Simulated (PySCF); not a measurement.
Species: CH7BGeO2.
Bonds: C1–Ge2, Ge2–B3, B3–O4, B3–O5. Hydrogens: H6, H7, H8 on C1; H9, H10 on Ge2; H11 on O4; H12 on O5.

Method: PBE0-D3(BJ)/def2-SVP geometry optimisation, gas phase (PySCF 2.14.0).

Problem. List the bond lengths, angles and torsions at this level.

Solution. 
```json
{"bond": "C1–Ge2", "length (pm)": "195.6", "order": "single"}
{"bond": "Ge2–B3", "length (pm)": "208.0", "order": "single"}
{"bond": "B3–O4, B3–O5", "length (pm)": "135.9", "order": "single"}
{"bond": "C1–H6, C1–H7, C1–H8", "length (pm)": "109.9", "order": "single"}
{"bond": "Ge2–H9, Ge2–H10", "length (pm)": "155.0", "order": "single"}
{"bond": "O4–H11, O5–H12", "length (pm)": "96.4", "order": "single"}
```

Bonds in one row agree within 1 pm and their mean is given. Orders are formal, as drawn. A selection of angles:
```json
{"angle": "Ge2–C1–H6", "degrees": "111.4"}
{"angle": "Ge2–C1–H7", "degrees": "110.0"}
{"angle": "H6–C1–H7", "degrees": "108.8"}
{"angle": "H7–C1–H8", "degrees": "108.2"}
{"angle": "C1–Ge2–B3", "degrees": "111.2"}
{"angle": "C1–Ge2–H9", "degrees": "109.7"}
{"angle": "B3–Ge2–H9", "degrees": "110.6"}
{"angle": "H9–Ge2–H10", "degrees": "105.5"}
{"angle": "Ge2–B3–O4", "degrees": "117.1"}
{"angle": "Ge2–B3–O5", "degrees": "124.7"}
{"angle": "O4–B3–O5", "degrees": "118.2"}
{"angle": "B3–O4–H11", "degrees": "111.5"}
{"angle": "B3–O5–H12", "degrees": "113.5"}
```

Torsions: C1–Ge2–B3–O4 -22° (synperiplanar); H11–O4–B3–Ge2 180° (antiperiplanar); H12–O5–B3–Ge2 -1° (synperiplanar). The mirror-image conformer, all signs reversed, is as good.

O4 (boron-bound oxygen) is bent (angle 111.5°). B3 (three-coordinate boron) is planar (angles 124.7°, 118.2° and 117.1°, sum 360.0°, 0.00 Å off the plane of its three neighbours). Ge2 (germanium bonded to B, C and 2 H) is distorted tetrahedral (angles from 105.5° to 111.2°).

Point group: C1 (no symmetry element, even within 0.4 Å). Not checked by PBE0-D3(BJ)/def2-SVP frequencies. The numbers are those of one conformer (C1–Ge2–B3–O4 -22°, Ge2–B3–O4–H 180°, Ge2–B3–O5–H -1°).

Time: 75 s; peak memory 0.51 GiB. Hardware: an Arm Neoverse V1 with one thread, shared host with 32 logical CPUs at a one-minute load of 17. This is the geometry optimisation.
